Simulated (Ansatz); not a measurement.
Several settings on one geometry of C₂₈H₂₆F₄O₃S (relaxed from a model of trityl norbornyl tetrafluoroethanesulfonate, whose bonding it doesn't keep) (that of the charge 0 singlet, PBE-D4/def2-SVP). Ansatz on 2 threads of AMD EPYC 7R13 on a shared host and a share (18 GiB) of an NVIDIA H100 80GB HBM3; times are rough.

Cartesian coordinates in Å:
```
O -0.817 0.749 -0.343
S 0.354 0.500 0.518
O 1.400 1.513 0.706
O 1.013 -0.981 0.215
C -0.278 -0.029 2.236
F 0.702 -0.707 2.862
F -1.326 -0.860 2.034
C -0.711 1.198 3.102
F 0.443 1.791 3.528
F -1.319 0.654 4.210
C -1.604 2.218 2.415
C -3.002 1.683 1.973
C -3.972 2.730 2.560
C -3.758 4.076 1.827
C -2.390 4.575 2.395
C -1.963 3.424 3.334
C -3.322 3.003 3.933
H -1.016 2.586 1.550
H -3.070 1.575 0.874
H -3.203 0.689 2.418
H -5.025 2.389 2.576
H -3.744 3.947 0.726
H -4.575 4.788 2.060
H -1.636 4.774 1.607
H -2.512 5.513 2.974
H -1.159 3.692 4.045
H -3.262 2.107 4.579
H -3.811 3.825 4.496
C 3.367 2.000 -2.929
C 1.996 1.808 -3.157
C 1.341 0.688 -2.627
C 2.054 -0.260 -1.865
C 1.336 -1.416 -1.164
C 0.061 -1.910 -1.859
C 0.016 -2.049 -3.260
C -1.112 -2.595 -3.888
C -2.213 -3.013 -3.125
C -2.171 -2.883 -1.729
C -1.043 -2.340 -1.100
C 2.247 -2.635 -0.950
C 2.899 -3.208 -2.061
C 3.704 -4.343 -1.906
C 3.870 -4.925 -0.638
C 3.225 -4.357 0.470
C 2.418 -3.219 0.318
C 3.427 -0.051 -1.628
C 4.079 1.069 -2.158
H 3.879 2.881 -3.345
H 1.427 2.539 -3.750
H 0.262 0.561 -2.786
H 0.867 -1.718 -3.873
H -1.130 -2.689 -4.984
H -3.100 -3.438 -3.618
H -3.028 -3.205 -1.118
H -1.024 -2.238 -0.007
H 2.785 -2.755 -3.056
H 4.209 -4.775 -2.783
H 4.502 -5.817 -0.516
H 3.352 -4.800 1.470
H 1.925 -2.771 1.191
H 3.986 -0.773 -1.016
H 5.152 1.218 -1.963
```

Totals from different functionals, basis sets or treatments of relativity can't be compared as stabilities.

HSE06 is defined as in plane-wave codes, on full-range PBE exchange.

The spins typed aren't always the lowest for that charge.

(1) Give the basis size and estimate the energy, ⟨S²⟩, dipole and time of these runs.

```json
{"run": "1", "method": "RKS BLYP-D3(BJ)-ATM/STO-3G", "charge": "0", "state": "singlet", "further keys": "nuclear_model: gaussian; point_charges: [{charge: 0.50, position_ang: [9.382, 0.353, -0.639]}]; scf: {omitted_lower_state_checks: [starts]}; forces asked"}
{"run": "2", "method": "UHF/def2-SVP", "charge": "-1", "state": "doublet", "further keys": "fitting: {mean_field: def2-universal-jkfit}; scf: {omitted_lower_state_checks: [starts]}; forces asked"}
{"run": "3", "method": "RKS HSE06/6-31G", "charge": "0", "state": "singlet", "further keys": "point_charges: [{charge: -1.00, position_ang: [10.137, 0.960, -0.543]}]; accuracy: high; scf: {omitted_lower_state_checks: [starts]}; forces asked"}
{"run": "4", "method": "UKS B97/def2-SVP", "charge": "-1", "state": "doublet", "further keys": "fitting: {mean_field: def2-universal-jkfit}; nuclear_model: gaussian; scf: {lower_state_search: light}; forces asked"}
```

Results:

(1) 
```
run  functions  energy (Eh)  ⟨S²⟩  dipole (D)  wall time
  1        210   -2078.3732     –        1.48       17 s
  2        638   -2093.6966  1.93           –       27 s
  3        380   -2103.0196     –        2.53       45 s
  4        638   -2103.7678  0.75           –       74 s
```

The highest occupied level of an anion often lies above zero with these methods, and sets without diffuse functions describe the outer electron poorly. At UHF/def2-SVP the charge -1 doublet is spin-contaminated (final ⟨S²⟩ up to 1.93, 0.75 for a pure state).
